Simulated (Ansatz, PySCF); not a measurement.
Reaction (SMILES): OBO -> [O-]BO + H+
Structures are relaxed separately at B3LYP-D3(BJ)/def2-TZVP in Ansatz (an electronic-structure program), one conformer each, not searched for the lowest.
Geometry of the first species:
SMILES: B(O)O
```xyz
6

B     -0.0618     0.4717    -0.0887
O      1.1892     0.1032     0.2852
O     -1.0389    -0.4792    -0.1889
H     -0.2682     1.6242    -0.3195
H      1.2676    -0.8443     0.4518
H     -1.8927    -0.1309    -0.4590
```
Charge 0, spin multiplicity 1.

Wanted: gas-phase deprotonation energy (electronic energy difference), in kcal/mol. Valence correlation only, unless marked. Spin-orbit coupling is left out. No relativistic terms. Anions need diffuse functions: aug- sets have them; def2-D sets add few; the other sets have none. CBS(X,Y): correlation extrapolated as X^-3; Hartree-Fock from the larger set. The bracket is a focal-point correction in the basis named.

| level | program | gas-phase deprotonation energy (kcal/mol) |
|---|---|---|
| SVWN5/def2-TZVPD | Ansatz | 358.8 |
| revPBE-D3(BJ)/def2-TZVPD | Ansatz + dftd3 | 366.5 |
| PBE0/STO-3G | Ansatz | 473.3 |
| PBE0/def2-SVP | Ansatz | 380.1 |
| PBE0-D4/def2-TZVP | Ansatz + dftd4 | 372.5 |
| BHLYP/def2-TZVPD | Ansatz | 372.9 |
| TPSSh/def2-TZVPD | PySCF | 369.4 |
| LC-wPBE-D4/def2-TZVPD | Ansatz + dftd4 | 370.9 |
| wB97X-V/def2-TZVPD | Ansatz | 369.9 |
| PBE-QIDH/def2-TZVPD | Ansatz | 370.7 |
| MP2/6-31G* | Ansatz | 376.7 |
| RI-MP2/CBS(aug-cc-pVTZ,aug-cc-pVQZ) | Ansatz | 366.6 |
| CCSD/6-31G | Ansatz | 375.2 |
| CCSD(T)/cc-pVDZ | PySCF | 382.5 |
| RI-MP2/CBS(aug-cc-pVTZ,aug-cc-pVQZ)+[CCSD(T)-MP2]/aug-cc-pVTZ | Ansatz | 369.4 |
